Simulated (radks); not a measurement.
Spherical quantum dot in the effective-mass picture: electrons in a well V = -V0 / (1 + exp((r - R)/a)) with V0 = 12.7, R = 4.88, a = 0.19, all in effective atomic units (hartree* = m*/eps^2 hartree, bohr* = eps/m* bohr), one dielectric constant everywhere. Calculated with a radial shooting solver with Libxc functionals: non-relativistic Kohn-Sham, LDA (Slater exchange, Perdew-Wang correlation), spin-polarised, spherical densities. Levels are named by radial order and angular momentum (1s, 1p, 1d, 2s, ...), and open shells are averaged over m. Each electron was tried in the lowest free levels, single moves between levels near the top were tried too, and the lowest total energy was kept; such a search can miss a lower state. At N = 1 the Hartree and exchange-correlation terms need not cancel, so that row can carry a self-interaction error.

N        open shells  2S  E (hartree*)  mu = E(N) - E(N-1) (hartree*)  addition energy mu(N+1) - mu(N) (hartree*)  e(HOMO) (hartree*)  rms radius (bohr*)
1   1s(up 1, down 0)   1      -12.4714                        -12.471                                      0.3216             -12.342               2.553
2               none   0      -24.6211                        -12.150                                      0.4539             -12.018               2.692
3   1p(up 1, down 0)   1      -36.3169                        -11.696                                      0.2575             -11.568               2.872
4   1p(up 2, down 0)   2      -47.7553                        -11.438                                      0.2621             -11.308               2.975
5   1p(up 3, down 0)   3      -58.9315                        -11.176                                      0.3252             -11.045               3.048
6   1p(up 3, down 1)   2      -69.7825                        -10.851                                      0.2510             -10.726               3.108
7   1p(up 3, down 2)   1      -80.3825                        -10.600                                      0.2545             -10.473               3.156
8               none   0      -90.7280                        -10.345                                      0.4757             -10.218               3.197
9   1d(up 1, down 0)   1      -100.598                        -9.8698                                      0.2475             -9.7462               3.246
10  1d(up 2, down 0)   2      -110.220                        -9.6223                                      0.2482             -9.4983               3.286
11  1d(up 3, down 0)   3      -119.594                        -9.3741                                      0.2484             -9.2499               3.322
12  1d(up 4, down 0)   4      -128.720                        -9.1257                                      0.2484             -9.0015               3.352
13  1d(up 5, down 0)   5      -137.597                        -8.8773                                      0.3087             -8.7531               3.380
14  1d(up 5, down 1)   4      -146.166                        -8.5686                                      0.2426             -8.4475               3.406
15  1d(up 5, down 2)   3      -154.492                        -8.3260                                      0.2433             -8.2044               3.429
16  1d(up 5, down 3)   2      -162.575                        -8.0827                                      0.2437             -7.9609               3.450
17  1d(up 5, down 4)   1      -170.414                        -7.8390                                      0.2438             -7.7171               3.470
18              none   0      -178.009                        -7.5951                                      0.5065             -7.4732               3.488
19  1f(up 1, down 0)   1      -185.097                        -7.0886                                      0.2395             -6.9689               3.509
20  1f(up 2, down 0)   2      -191.946                        -6.8491                                      0.2396             -6.7293               3.528
21  1f(up 3, down 0)   3      -198.556                        -6.6095                                      0.2396             -6.4897               3.545
22  1f(up 4, down 0)   4      -204.926                        -6.3699                                      0.2395             -6.2501               3.562
23  1f(up 5, down 0)   5      -211.056                        -6.1304                                      0.2394             -6.0107               3.577
24  1f(up 6, down 0)   6      -216.947                        -5.8910                                      0.2392             -5.7714               3.592
25  1f(up 7, down 0)   7      -222.599                        -5.6518                                           -             -5.5322               3.606

All shells are closed at N = 2, 8, 18 (there: 1s2 1p6 1d10); the second difference of the energy has clear peaks (12 % above both neighbours; the first and last values, which can be the largest, are not judged, and half-filled shells can peak too) at N = 2, 5, 8, 13, 18.
